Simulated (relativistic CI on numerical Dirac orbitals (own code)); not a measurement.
**Hf4+: L2,3 absorption edge**

Computed with this model: Dirac-Coulomb-Breit CI, orbitals from a KLI potential per configuration, model QED, multiplet model of core-to-valence dipole absorption, unscaled Slater integrals; configurations [Xe] 4f14 → [He] 2s2 2p5 3s2 3p6 3d10 4s2 4p6 4d10 4f14 5s2 5p6 5d; 300 K; Lorentzian 3 eV and Gaussian 1 eV FWHM. Energies are those of the free ion, without screening or charge transfer. The branching ratio is the share of the lower-energy edge in the whole absorption, uncertain by about 0.02 where the edges overlap. S is read from ⟨S²⟩ = S(S + 1).

Field parameters in Wybourne normalisation: D3d B²₀ = −7Dσ, B⁴₀ = −14Dq − 21Dτ, B⁴₃ = −14√(10/7) Dq; D4h B²₀ = −7Ds, B⁴₀ = 21(Dq − Dt), B⁴₄ = 21√(5/14) Dq. The field is a parameter set, without covalency.

free ion: ground-state S = 0.00, centroid 9909.88 eV, branching ratio 0.706. Peaks (eV, height): 9563.0 (100), 10741.5 (42).

D3d, 10Dq = 27600, Dσ = 1070, Dτ = 260 cm⁻¹: ground-state S = 0.00, centroid 9909.88 eV, branching ratio 0.706. Peaks (eV, height): 9561.5 (96), 9564.5 (100), 10740.0 (49), 10743.5 (31).

D4h, 10Dq = 21850, Ds = -1360, Dt = -30 cm⁻¹: ground-state S = 0.00, centroid 9909.88 eV, branching ratio 0.706. Peaks (eV, height): 9564.0 (100), 10740.5 (48).

The statistical ratio of this edge is 2/3 = 0.667. Values above it arise where the holes sit mainly in the j = l + 1/2 valence subshell or the ground state has high spin; values below it where core-valence Coulomb terms move weight to the upper edge, as in nearly empty shells. At deep edges of heavy elements the radial integrals of the two core levels differ, which raises the baseline.

Strongest unbroadened transitions for D4h, 10Dq = 21850, Ds = -1360, Dt = -30 cm⁻¹:

```tsv
Energy (eV)	Relative strength
9560.79	4.7
9560.88	23.6
9561.22	10.1
9561.23	22.1
9561.75	91.4
9561.84	61.3
9563.65	4.5
9563.86	100.0
9564.30	5.5
9564.47	56.0
9564.59	80.1
10740.15	43.0
10740.50	34.6
10740.62	43.8
10740.86	11.2
10742.97	27.8
10743.62	12.1
10743.68	20.5
```
